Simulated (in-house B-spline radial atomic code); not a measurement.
A fraction x of an electron is removed from 4p in Ge II (Ge+), starting from [Ar] 3d10 4s2 4p1 and keeping the highest spin. Computed with an all-electron radial atomic-structure program (B-spline basis): scalar-relativistic (X2C) LDA VWN5, spin-polarised, spherical fractional occupations, Fermi nucleus of rms radius 4.0742 fm.

```json
{"x": "0", "E(x) - E(0) (eV)": "0.0000", "4p up level (eV)": "-11.819"}
{"x": "0.07", "E(x) - E(0) (eV)": "0.8468", "4p up level (eV)": "-12.376"}
{"x": "0.21", "E(x) - E(0) (eV)": "2.6581", "4p up level (eV)": "-13.503"}
{"x": "0.34", "E(x) - E(0) (eV)": "4.4823", "4p up level (eV)": "-14.564"}
{"x": "0.5", "E(x) - E(0) (eV)": "6.9183", "4p up level (eV)": "-15.888"}
{"x": "0.75", "E(x) - E(0) (eV)": "11.1521", "4p up level (eV)": "-17.989"}
{"x": "0.78", "E(x) - E(0) (eV)": "11.6956", "4p up level (eV)": "-18.243"}
{"x": "1", "E(x) - E(0) (eV)": "15.9148", "4p up level (eV)": "-"}
```

The exact functional would give a straight line between the two integer points. Deviations E(x) - E(0) - x[E(1) - E(0)], in eV: -0.267 at x = 0.07, -0.684 at x = 0.21, -0.929 at x = 0.34, -1.039 at x = 0.5, -0.784 at x = 0.75, -0.718 at x = 0.78.

The curve lies below the straight line by up to 1.039 eV (at x = 0.5): convex, the delocalisation error that favours fractional charges.

How well does Slater's transition state (minus the level at half occupation) give the ionisation energy?

It gives 15.888 eV against 15.915 eV from the two total energies; NIST lists 15.93 eV, ground level to ground level.
